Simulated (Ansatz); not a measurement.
A nudged elastic band was laid between two geometries of CH$_{5}$MgSb (8 atoms, charge 0, multiplicity 1).

These are results of RKS BLYP-D4/def2-SVP in Ansatz 0.2.0, not measurements.

```yaml
movable_images: 7
climbing_image: yes
spring: 5.0 eV/Å²
optimiser: quadratic models (default)
start_path: through a guess of the saddle point
force_threshold: 0.05 eV/Å
iteration_limit: 58
end_points: relaxed
```

Image 0:

```xyz
8
Properties=species:S:1:pos:R:3
C -1.060 1.530 -0.533
Mg -0.165 -0.220 0.241
Sb 1.015 -2.539 1.266
H -1.847 1.292 -1.281
H -0.315 2.184 -1.035
H -1.541 2.133 0.268
H 1.478 -2.844 -0.393
H 2.434 -1.536 1.468
```

Image 8:

```xyz
8
Properties=species:S:1:pos:R:3
C -1.059 1.521 -0.552
Mg -0.179 -0.318 -0.003
Sb 0.978 -2.755 0.725
H -2.058 1.651 -0.080
H -1.204 1.594 -1.652
H -0.435 2.388 -0.244
H 2.320 -2.228 -0.265
H 1.637 -1.853 2.071
```

Question: Which bonds break or form, and what moves?

Answer: No bond is made or broken.  The two ends are copies of one structure, up to a mirror image or an exchange of like atoms.

Question: Give the energies along the band, and the barrier.

Answer: The forces met the threshold. The highest image is number 8 of 0 to 8, 0.000 eV above the ends, which have the same energy within 2 meV. The highest image is an end point: on this band no image between the ends rises above it.

```tsv
image	path coordinate (Å)	energy (eV)
0	0.00	0.000
1	0.36	0.000
2	0.71	0.000
3	1.07	0.000
4	1.43	0.000
5	1.78	0.000
6	2.14	0.000
7	2.49	0.000
8	2.85	0.000
```

Time of the run: 3 min on 1 thread of Arm Neoverse V1, on a shared host, peak memory 0.12 GiB.
